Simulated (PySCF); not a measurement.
## Core-level binding energies of boron monobromide

Boron monobromide, BBr (singlet state).
Z-matrix (Å and degrees, PBE0-D3(BJ)/def2-SVP geometry), rows numbered from 1:
```
B 
Br  1  1.8912
```

Level of theory: delta-SCF UKS SCAN, pcX-2 on the ionised atom, pcseg-1 elsewhere, spin-free X2C in PySCF 2.14.0. Binding energies are ΔSCF values: E(core-ionised, relaxed orbitals) − E(ground state) at a fixed geometry, referred to the vacuum level.

Task: List the computed XPS lines with their assignment.

Result: 
| atom(s) | environment | level | binding energy (eV) | count |
| --- | --- | --- | --- | --- |
| B1 | boron bonded to Br | B 1s | 199.65 | 1 |

Task: Express the binding energy of B 1s of B1 in atomic units and per mole.

Result: 199.65 eV = 7.3370 Eh = 19263 kJ/mol.

Task: Which photon energy gives electrons from B 1s of B1 a kinetic energy of 150 eV, and what is their de Broglie wavelength?

Result: hν = 199.65 + 150 = 349.65 eV, recoil neglected; λ = 12.264 Å/√(E/eV) = 1.00 Å.

Spin contamination (⟨S²⟩ against 0.75 for a pure doublet) is marked for B 1s of B1 (0.97), which makes this value less certain. No level of bromine is listed. Geometry: PBE0-D3(BJ)/def2-SVP; no solvent, vibrations or thermal averaging.

On one thread, Arm Neoverse V2 (aarch64) (shared host), this took 0.75 s wall and 0.39 GiB of memory at its peak.
